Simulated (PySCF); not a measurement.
Gas-phase equilibrium of 1 mol H2O, 1.5 mol O2 at 1400 K and 0.100 bar, among 9 species (O2, O, HO2, H2O, H, H2O2, O3, H2, OH). Only gases are allowed; each row takes one source of thermochemistry for all species, and Cantera finds the minimum.

Computed with PySCF and rigid-rotor harmonic-oscillator thermochemistry at 1 bar. 'Table' is the NASA 1993 thermochemical table (part measured, part estimated). † marks an energy on the PBE0/def2-TZVP geometry and frequencies; other levels use their own. MP2 freezes the core. 6-31G* has spherical d functions here. Open shells (unrestricted) among the columns below: O2 (multiplicity 3), O (multiplicity 3, electronic degeneracy 9), HO2 (multiplicity 2), H (multiplicity 2), OH (multiplicity 2, electronic degeneracy 4); the rest are closed-shell singlets. Spin-orbit splitting is ignored; it lowers the true energy and changes the entropy of O, OH. MP2 isn't extrapolated to the basis-set limit. The harmonic model lacks anharmonicity and excited electronic states, which grow with temperature; levels with a mode under 35 cm⁻¹ are left out. The table's entry may be an old estimate for HO2, OH (not checked at source).

Molecules larger than those listed are left out.

Mole fractions:

```json
[
 {"thermochemistry": "table", "x O": "2.3e-6", "x O2": "0.60", "x H2O": "0.40", "x OH": "0.00014", "x H2": "7.4e-7", "x H": "1.3e-8", "x HO2": "2.2e-7"},
 {"thermochemistry": "HF/6-31G*", "x O": "0.72", "x O2": "0.00034", "x H2O": "0.21", "x OH": "0.065", "x H2": "0.0055", "x H": "0.00019", "x HO2": "1.0e-9"},
 {"thermochemistry": "MP2/def2-SVP†", "x O": "3.0e-6", "x O2": "0.60", "x H2O": "0.40", "x OH": "9.1e-5", "x H2": "7.2e-6", "x H": "3.2e-7", "x HO2": "1.1e-8"},
 {"thermochemistry": "MP2/def2-TZVPP†", "x O": "1.1e-6", "x O2": "0.60", "x H2O": "0.40", "x OH": "5.6e-5", "x H2": "5.2e-7", "x H": "3.4e-8", "x HO2": "1.6e-8"},
 {"thermochemistry": "PBE/def2-SVP", "x O": "1.6e-8", "x O2": "0.60", "x H2O": "0.40", "x OH": "2.6e-5", "x H2": "8.2e-5", "x H": "4.8e-7", "x HO2": "6.1e-7"},
 {"thermochemistry": "PBE0/def2-QZVP†", "x O": "1.3e-6", "x O2": "0.60", "x H2O": "0.40", "x OH": "0.00021", "x H2": "1.9e-6", "x H": "5.6e-8", "x HO2": "3.3e-7"},
 {"thermochemistry": "PBE0/def2-TZVP", "x O": "1.3e-6", "x O2": "0.60", "x H2O": "0.40", "x OH": "0.00021", "x H2": "5.5e-6", "x H": "9.7e-8", "x HO2": "3.5e-7"}
]
```
The most sensitive of these is O: it spans a factor of 10^7.6 over these rows; at this temperature one factor of ten is RT ln 10 = 27 kJ/mol.
